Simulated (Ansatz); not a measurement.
Gas-phase electronic energies from Ansatz, PBE0-D4/def2-TZVP geometries. CCSD(T)/CBS is the MP2 limit (def2-TZVPP, def2-QZVPP) plus CCSD(T) − MP2 in def2-TZVPP, frozen cores. Functionals use def2-TZVPP. B3LYP here is the variant with VWN-RPA as its local correlation; programs differ in this. Elements past krypton have def2 core potentials. For W outer-core shells are correlated without core-valence functions, which leaves a few kJ/mol of doubt a bond. One conformer a species, not always the lowest.

`[NH]=[W](=[NH])([OH])[F]` + `CO[SiH](N)Cl` → `[NH]=[W](=[NH])([NH2])[F]` + `CO[SiH](O)Cl`  (redistribution)

```
             level  ΔE (kJ/mol)  difference from CCSD(T)/CBS
            PBE-D4        -22.5                          7.7
         r2SCAN-D4        -23.8                          6.4
           PBE0-D4        -24.9                          5.3
          B3LYP-D4        -26.0                          4.2
           ωB97X-V        -23.6                          6.6
            B2PLYP        -27.0                          3.2
               PBE        -22.3                          7.9
              PBE0        -24.6                          5.6
     HF/def2-TZVPP        -28.9                          1.3
SCS-MP2/def2-TZVPP        -30.0                          0.2
   CCSD/def2-TZVPP        -30.3                         -0.1
     HF/def2-QZVPP        -29.4                          0.8
    MP2/def2-QZVPP        -31.2                         -1.0
SCS-MP2/def2-QZVPP        -30.3                         -0.1
     MP2/CBS(def2)        -31.1                         -0.9
    CCSD/CBS(def2)        -30.5                         -0.3
       CCSD(T)/CBS        -30.2                            0
```

Largest T1 diagnostic among the species: 0.020, so the coupled-cluster value is less sure than usual.
